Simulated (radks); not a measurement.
Results of a calculation; reference values are marked as such.
Task: These are the eigenvalues of the occupied orbitals of an atom or ion with whole-number occupations (hartree). Level of theory: Dirac Kohn-Sham, PBE, spin-unpolarised, spherical densities, finite nucleus; Fermi nuclear charge, rms radius of each element as measured or else 0.836 A^(1/3) + 0.57 fm (a radial shooting solver on a logarithmic mesh with Libxc functionals).

1s1/2: -1969.409
2s1/2: -327.7774
2p1/2: -311.7606
2p3/2: -282.3537
3s1/2: -72.95007
3p1/2: -65.95710
3p3/2: -59.85016
3d3/2: -47.82266
3d5/2: -46.48912
4s1/2: -14.42395
4p1/2: -11.66456
4p3/2: -10.30032
4d3/2: -5.75543
4d5/2: -5.50845
5s1/2: -1.79276
5p1/2: -1.05241
5p3/2: -0.88070
6s1/2: -0.13765
4f5/2: -0.12808
4f7/2: -0.09596

Which element is it, and in what charge state? The configuration may be excited. Open shells, if any, fill j = l - 1/2 first.

Result: Z = 66, dysprosium, charge 0: Dy in [Xe] 4f10 6s2. The list shows which subshells hold electrons but not how many an open one holds; the 1s level, -1969.4 hartree, gives Z - s = 62.8 by -(Z - s)^2/2, which with screening and relativity narrows Z to a few neighbours, and the depths of the outer levels then fix element, charge and occupations together.
